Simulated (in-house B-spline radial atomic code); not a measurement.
Ar4+: [Ne] 3s2 3p2

Method: Dirac-Kohn-Sham PBE, spherical fractional occupations, Fermi nucleus of rms radius 3.4274 fm. Calculated with an all-electron radial atomic-structure program (B-spline basis).

Screening seen three ways: the hydrogenic charge with the same mean radius, Z_r = [3n² - l(l+1)]/(2<r>), the one with the same energy, Z_e = n√(-2ε), and Slater's rules. Values are occupation-weighted means over j.

```
shell  electrons   ε (eV)  <r> (bohr)    Z_r    Z_e  Slater
   1s          2  -3190.9     0.08572  17.50  15.31   17.70
   2s          2  -364.96      0.4126  14.54  10.36   13.85
   2p          6  -298.19      0.3748  13.34   9.36   13.85
   3s          2  -81.617       1.254  10.77   7.35    8.15
   3p          2  -65.498       1.336   9.36   6.58    8.15
```

The least bound orbital is 3p3/2 at -65.41 eV, and it is also the most diffuse (<r> = 1.338 bohr).

Spin-orbit splittings of the orbital energies (j = l + 1/2 above j = l - 1/2 when positive): 2p 2.254 eV, 3p 0.2759 eV.

For the 1s electron the small component carries 0.412 % of the norm, the zero-frequency Breit interaction raises the level by 2.551 eV, self-energy by 1.158 eV, and vacuum polarisation lowers it by 0.08113 eV.

The density falls to 0.001 bohr⁻³ at 2.785 bohr; Σ<r²> = 9.1881 bohr² gives, by the non-relativistic formula and without the paramagnetism of open shells, a Langevin diamagnetic susceptibility of -7.277×10⁻⁶ cm³/mol.
